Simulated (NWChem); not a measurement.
All runs are NWChem calculations. System: F3S (+1), charge 1, spin multiplicity 1, at a geometry optimised with PBE0/def2-SVP. The structure started from a generated list of species. Level: RI-MP2/cc-pVTZ, 8 core orbitals frozen.

Part of the output:

```
             Northwest Computational Chemistry Package (NWChem) 7.3.0
             --------------------------------------------------------

                                NWChem Input Module
                                -------------------

 Scaling coordinates for geometry "geometry" by  1.889725989
 (inverse scale =  0.529177249)

 Turning off AUTOSYM since
 SYMMETRY directive was detected!

                             Geometry "geometry" -> ""
                             -------------------------

 Output coordinates in angstroms (scale by  1.889725989 to convert to a.u.)

  No.       Tag          Charge          X              Y              Z
 ---- ---------------- ---------- -------------- -------------- --------------
    1 F                    9.0000     0.69288800    -0.21748400     1.16769000
    2 S                   16.0000    -0.03495100     0.45427600     0.00000000
    3 F                    9.0000     0.69288800    -0.21748400    -1.16769000
    4 F                    9.0000    -1.32364200    -0.37263300     0.00000000

 Effective nuclear repulsion energy (a.u.)     204.3615812528

            Nuclear Dipole moment (a.u.)
            ----------------------------
        X                 Y               Z
 ---------------- ---------------- ----------------
    -0.0000188973     0.0000132281     0.0000000000

      Symmetry information
      --------------------

 Group name             Cs
 Group number              2
 Group order               2
 No. of unique centers     3

      Symmetry unique atoms

     1    2    4


 Summary of "ao basis" -> "" (spherical)
 ------------------------------------------------------------------------------
       Tag                 Description            Shells   Functions and Types
 ---------------- ------------------------------  ------  ---------------------
 *                          cc-pvtz                   on all atoms

 Summary of "ri-mp2 basis" -> "" (spherical)
 ------------------------------------------------------------------------------
       Tag                 Description            Shells   Functions and Types
 ---------------- ------------------------------  ------  ---------------------
 *                         cc-pvtz-ri                 on all atoms

 Summary of "ao basis" -> "ao basis" (spherical)
 ------------------------------------------------------------------------------
       Tag                 Description            Shells   Functions and Types
[...]
     1   1 0 0     -0.067752      0.000000     -0.000019
     1   0 1 0      0.880582      0.000000      0.000013
     1   0 0 1     -0.000000      0.000000      0.000000

     2   2 0 0    -16.911849      0.000000     87.239267
     2   1 1 0     -0.020811      0.000000      5.258745
     2   1 0 1      0.000000      0.000000      0.000000
     2   0 2 0    -16.642959      0.000000     19.294290
     2   0 1 1      0.000000      0.000000      0.000000
     2   0 0 2    -16.913460      0.000000     87.644627

                               NWChem RI-MP2 Module
                               --------------------

 Summary of "ri-mp2 basis" -> "ri-mp2 basis" (spherical)
 ------------------------------------------------------------------------------
       Tag                 Description            Shells   Functions and Types
 ---------------- ------------------------------  ------  ---------------------
 F                         cc-pvtz-ri               23       81   8s6p5d3f1g
 S                         cc-pvtz-ri               32      122   10s8p7d5f2g

 SCF Reference Information:
            File: './mol.movecs'
           Title: ''
    Size (AOxMO):    124 x    124
       Total Occ:              42.00
 RI-MP2 Calculation Information:
          Nr. of AO basis functions:        124
     Nr. of fitting basis functions:        365
               Nr. of MO spin cases:          1
        Nr. of MOs to be correlated:        116
     Nr. of occupied MOs correlated:         13
      Nr. of virtual MOs correlated:        103

          RI integral approximation: 'V'
    Threshold for Schwarz screening:  1.000E-09
 Smallest eigenvalue retained in fit  1.000E-08
    Type of storage for MO integrals 'EAF library'

 Transformation block size   13, requiring     1 integral passes.
 XForm_3cInts: Completed     1:   13 pass.
 Energy evaluation using block sizes    13   13
 RIMP2_V_E2: Approx. ints. done (    1:   13,    1:   13)
 RIMP2_V_E2: Copy to B done (    1:   13,    1:   13)
 RIMP2_V_E2: Denominators done (    1:   13,    1:   13)
 RIMP2_V_E2: Completed block (    1:   13,    1:   13)

          -------------------------------------------
          SCF energy                -695.587133434965
          Correlation energy          -0.928132940897
          Total MP2 energy          -696.515266375862
          -------------------------------------------

 -----------------------
 Performance information
 -----------------------

 Timer overhead =  2.11D-07 seconds/call

               Nr. of calls         CPU time (s)                 Wall time (s)                GFlops
             ---------------    -------------------     ------------------------------   -------------------
Name         Min   Avg   Max    Min     Avg     Max     Min     Avg     Max   Mx/calls   Min     Max     Sum
Overall       1     1     1    9.1     9.1     9.1      9.1     9.1     9.1     9.1      0.0     0.0     0.0
3c integr     1     1     1    1.6     1.6     1.6      1.6     1.6     1.6     1.6      0.0     0.0     0.0
Energy        1     1     1   0.32    0.32    0.32     0.32    0.32    0.32    0.32      0.0     0.0     0.0
3c integr     1     1     1    1.6     1.6     1.6      1.6     1.6     1.6     1.6      0.0     0.0     0.0
First 2/3     3     3     3   1.46E-2 1.46E-2 1.46E-2  1.46E-2 1.46E-2 1.46E-2 4.88E-3   0.0     0.0     0.0
Final 1/3     1     1     1   1.39E-2 1.39E-2 1.39E-2  1.39E-2 1.39E-2 1.39E-2 1.39E-2   0.0     0.0     0.0
Write 3c      1     1     1   1.68E-3 1.68E-3 1.68E-3  1.68E-3 1.68E-3 1.68E-3 1.68E-3   0.0     0.0     0.0
Read 3c i     1     1     1   7.76E-4 7.76E-4 7.76E-4  7.76E-4 7.76E-4 7.76E-4 7.76E-4   0.0     0.0     0.0
Fitting b     1     1     1   0.12    0.12    0.12     0.12    0.12    0.12    0.12      0.0     0.0     0.0
Schwarz i     1     1     1   5.05E-2 5.05E-2 5.05E-2  5.05E-2 5.05E-2 5.05E-2 5.05E-2   0.0     0.0     0.0
Form 4ci      1     1     1   4.85E-2 4.85E-2 4.85E-2  4.85E-2 4.85E-2 4.85E-2 4.85E-2   0.0     0.0     0.0
Form A &      1     1     1   0.26    0.26    0.26     0.26    0.26    0.26    0.26      0.0     0.0     0.0
Denominat     1     1     1   1.47E-3 1.47E-3 1.47E-3  1.47E-3 1.47E-3 1.47E-3 1.47E-3   0.0     0.0     0.0
Pair Ener     1     1     1   7.23E-3 7.23E-3 7.23E-3  7.23E-3 7.23E-3 7.23E-3 7.23E-3   0.0     0.0     0.0

 The average no. of pstat calls per process was 1.60D+01
 with a timing overhead of 3.38D-06s

 Task  times  cpu:        9.1s     wall:        9.1s

 Total times  cpu:        9.1s     wall:        9.1s
```

**Question.** Write an NWChem input that would produce this output.

**Answer.** One answer among several that fit: 
```
start mol
memory heap 200 mb stack 900 mb global 1100 mb
charge 1
geometry units angstroms nocenter noautoz
  F      0.692888    -0.217484     1.167690
  S     -0.034951     0.454276     0.000000
  F      0.692888    -0.217484    -1.167690
  F     -1.323642    -0.372633     0.000000
  symmetry group Cs
end
basis spherical
  * library cc-pvtz
end
basis "ri-mp2 basis" spherical
  * library cc-pvtz-ri
end
scf
  rhf
  nopen 0
  maxiter 100
  thresh 1e-7
  semidirect memsize 60000000 filesize 0
end
mp2
  freeze core 8
end
task rimp2 energy
```
